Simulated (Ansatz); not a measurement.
Geometry optimisation, RKS BLYP-D4/def2-SVP in Ansatz 0.2.0.

Input:

```yaml
crystal:
  periodic: [false, false, false]
  atoms:
    - { symbol: Zn, position_ang: [0.0, 0.0, 0.0] }
    - { symbol: O, position_ang: [0.0, 0.0, 1.79] }
    - { symbol: H, position_ang: [-0.9095, -0.2814, 2.1271] }
    - { symbol: Cl, position_ang: [0.0, 0.0, -2.24] }
basis:
  gaussian: { orbitals: def2-SVP }
hamiltonian:
  xc: blyp
  dispersion: d4
relax:
  f_tol: 0.02
  max_steps: 40
output:
  orbitals: {}
```

Run as:

```bash
$ ansatz run input.yaml --threads 1 --pin off --max-ram 2048MiB --backend cpu --events-out ev --progress --plain --runs-dir out
```

Problem. Where does it end, and by what steps?

Solution. The run converged. After 5 steps the energy has fallen by 0.114 eV; Cl4 moved furthest, 0.09 Å.

| step | energy less start (eV) | largest force component (eV/Å) | accepted |
| --- | --- | --- | --- |
| 0 | 0.0000 | 1.407 | yes |
| 1 | -0.1009 | 0.490 | yes |
| 2 | -0.1130 | 0.125 | yes |
| 3 | -0.1138 | 0.053 | yes |
| 4 | -0.1133 | 0.207 | no |
| 5 | -0.1142 | 0.012 | yes |

```xyz
4
Properties=species:S:1:pos:R:3
Zn -0.064 -0.020 -0.040
O -0.007 -0.002 1.748
H -0.869 -0.269 2.127
Cl 0.031 0.010 -2.158
```

Whether the end is a true minimum wasn't checked by a vibrational analysis.

The run took 12 s on 1 thread of Arm Neoverse V2, with other jobs on the host, peak memory 0.13 GiB.
